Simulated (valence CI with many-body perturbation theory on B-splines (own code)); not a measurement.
## Hyperfine factors and g values of Nb25+

Calculated by valence CI with perturbative core correlation (CI+MBPT): six valence electrons over a frozen Dirac-Fock core [Ne], radial functions for each j: 9 s, 9 p, 8 d, 6 f, 3 g, 1 h, with the one-electron correlation potential Σ1, the two-electron term Σ2, the three-electron term Σ3, Breit, model QED; selected CI, second order for the rest, scaled by the run's own slope (own B-spline code, finite nucleus).

No measured levels were compared; by estimate levels of excited configurations hold to 0.05 to 0.15 % of their energy, terms of the ground configuration to about 0.5 %. Among the levels kept, up to 1500 cm⁻¹ of a level comes from second order outside the variational space, and about a tenth of that is noise between levels of different J, which matters for small intervals.

A/g_I is the dipole constant over the nuclear g factor μ/I (μ in nuclear magnetons, uniformly magnetised nucleus), B/Q the quadrupole constant per barn. Both hold the static response of the core; the bare values leave it out. Large factors of s and p1/2 electrons are usually good to 5 to 10 %; those of open d and f shells near neutrality can be off by tens of per cent, and small factors of p3/2, d and f electrons come from cancelling terms and can be off by a factor of two or in sign, in half-filled shells by more. B is blank for J = 1/2, where it vanishes, and for nearly pure S terms. Energies count from the lowest level. Levels with J = 0 are left out.

Names give the largest LS component (configuration and term), which can be under half, so a name can repeat, a term be missing and a line seem to break the LS rules; names also repeat where a configuration has a term twice. Letters in brackets count levels of one name in rising energy.

| Level | E (cm⁻¹) | g | A/g_I (MHz) | A/g_I bare | B/Q (MHz/b) | B/Q bare |
| --- | --- | --- | --- | --- | --- | --- |
| 3s²3p⁴ ³P_2 | 0 | 1.393 | 24300 | 24300 | 18000 | 17500 |
| 3s²3p⁴ ³P_1 | 155110 | 1.498 | -3990 | -3000 | -22900 | -22300 |
| 3s²3p⁴ ¹D_2 | 196740 | 1.102 | 55000 | 53600 | -64000 | -62300 |
| 3s3p⁵ ³P°_2 | 727400 | 1.495 | 107000 | 104000 | -39700 | -38700 |
| 3s3p⁵ ³P°_1 | 782310 | 1.353 | -3940 | -2520 | 5840 | 5640 |
| 3s²3p³3d ⁵D°_2 [a] | 854480 | 1.101 | 17000 | 17200 | -4050 | -3840 |
| 3s²3p³3d ⁵D°_3 | 863300 | 1.309 | 12800 | 13400 | 15000 | 14800 |
| 3s²3p³3d ⁵D°_1 | 886810 | 1.424 | 9160 | 10100 | -8050 | -8080 |
| 3s²3p³3d ⁵D°_4 | 892770 | 1.382 | 8090 | 8730 | 17800 | 18100 |
| 3s²3p³3d ⁵D°_2 [b] | 920950 | 1.294 | 8700 | 9320 | -13000 | -12600 |
| 3s²3p³3d ¹P°_1 | 948960 | 1.117 | 156000 | 151000 | -19600 | -19200 |
| 3s²3p³3d ³G°_3 | 973100 | 1.105 | 10700 | 11000 | 31600 | 31300 |
| 3s²3p³3d ³D°_1 [a] | 988850 | 0.667 | 31900 | 31000 | -4290 | -4100 |
| 3s²3p³3d ³F°_2 [a] | 993210 | 0.949 | 39400 | 38600 | -41800 | -40800 |
| 3s²3p³3d ³F°_3 [a] | 1010800 | 1.138 | 32000 | 31700 | -28100 | -27400 |
| 3s²3p³3d ³D°_3 [a] | 1025400 | 1.184 | 4420 | 4960 | 20200 | 20200 |
| 3s²3p³3d ³G°_4 | 1037800 | 1.183 | 20100 | 20200 | 10100 | 10300 |
| 3s²3p³3d ³D°_1 [b] | 1052900 | 0.661 | 14800 | 14500 | -3170 | -2960 |
| 3s²3p³3d ³F°_4 [a] | 1057300 | 1.191 | 17400 | 17600 | 33100 | 32600 |
| 3s²3p³3d ¹G°_4 | 1077000 | 1.083 | 30000 | 29600 | -6870 | -5960 |
| 3s²3p³3d ³G°_5 | 1089400 | 1.197 | 26600 | 26400 | 9760 | 10200 |
| 3s²3p³3d ³F°_2 [b] | 1094800 | 0.952 | 38400 | 38000 | 22800 | 22600 |
| 3s²3p³3d ³P°_1 [a] | 1128600 | 1.368 | 10300 | 11200 | 1050 | 961 |
| 3s²3p³3d ³D°_2 | 1152500 | 1.211 | -8420 | -7330 | 30500 | 30100 |
| 3s²3p³3d ³F°_2 [c] | 1166600 | 1.082 | 26000 | 25700 | 19300 | 19000 |
| 3s²3p³3d ³F°_3 [b] | 1171300 | 1.087 | 23600 | 23500 | -2990 | -2240 |
| 3s²3p³3d ³D°_3 [b] | 1184500 | 1.184 | 24600 | 24500 | 21600 | 21400 |
| 3s²3p³3d ³P°_2 | 1196200 | 1.224 | 35600 | 35200 | 383 | 251 |
| 3s²3p³3d ³P°_1 [b] | 1206200 | 1.416 | 30400 | 29900 | -9680 | -9390 |
| 3s²3p³3d ³D°_3 [c] | 1220400 | 1.170 | 16200 | 16400 | 13300 | 13300 |
| 3s²3p³3d ³S°_1 | 1235600 | 1.534 | 12300 | 13200 | -4510 | -4400 |
| 3s²3p³3d ³F°_4 [b] | 1263000 | 1.197 | 14300 | 14500 | -12800 | -11800 |

Question: Take the isotope of mass number 93, with I = 9/2, μ = 6.163 μN and Q = -0.32 b. What is the hyperfine structure of 3s²3p⁴ ³P_2?

Answer: From the table A = 33300 MHz, B = -5740 MHz. Shifts from the centre of gravity in MHz: F = 5/2: -369000, F = 7/2: -250000, F = 9/2: -98200, F = 11/2: 84900, F = 13/2: 298000.
